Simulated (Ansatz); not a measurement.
`CB(C)F` and `CB(C)[SiH2]N` differ in one atom or group.

Ansatz, PBE0-D4/def2-TZVP geometries, multiplicity 1. Each molecule was computed in one conformer, which needn't be the lowest.

| property | `CB(C)F` |
| --- | --- |
| HOMO–LUMO gap (B3LYP/def2-TZVPP) / eV | 8.35 |
| HOMO energy (B3LYP/def2-TZVPP) / eV | -8.49 |
| HOMO energy (ωB97M-V/def2-TZVPP) / eV | -11.03 |
| ideal-gas entropy at 298 K and 1 bar (rigid rotor, harmonic PBE0-D4/def2-TZVP) / J/(mol·K) | 312 |
| LUMO energy (B3LYP/def2-TZVPP) / eV | -0.14 |
| LUMO energy (PBE0/def2-TZVPP) / eV | 0.12 |

Task: What does the change do to each property? (Estimate.)

Result: Computed: 
```json
{"property": "HOMO–LUMO gap (B3LYP/def2-TZVPP) / eV", "`CB(C)[SiH2]N`": "5.03", "shift": "-3.32"}
{"property": "HOMO energy (B3LYP/def2-TZVPP) / eV", "`CB(C)[SiH2]N`": "-6.34", "shift": "2.15"}
{"property": "HOMO energy (ωB97M-V/def2-TZVPP) / eV", "`CB(C)[SiH2]N`": "-8.73", "shift": "2.30"}
{"property": "ideal-gas entropy at 298 K and 1 bar (rigid rotor, harmonic PBE0-D4/def2-TZVP) / J/(mol·K)", "`CB(C)[SiH2]N`": "397", "shift": "85"}
{"property": "LUMO energy (B3LYP/def2-TZVPP) / eV", "`CB(C)[SiH2]N`": "-1.31", "shift": "-1.17"}
{"property": "LUMO energy (PBE0/def2-TZVPP) / eV", "`CB(C)[SiH2]N`": "-1.13", "shift": "-1.25"}
```

With PBE0 the HOMO rises by 2.17 eV and the LUMO falls by 1.25 eV, so the gap narrows by about 3.42 eV. PBE moves the HOMO by 1.92 eV and ωB97M-V by 2.30 eV. The zero-point energy changes by 103.6 kJ/mol with +15 modes. Modes under 60 cm⁻¹, often nearly free rotors, make the harmonic entropy too high.

B3LYP here is the variant with VWN-RPA as its local correlation; programs differ in this.
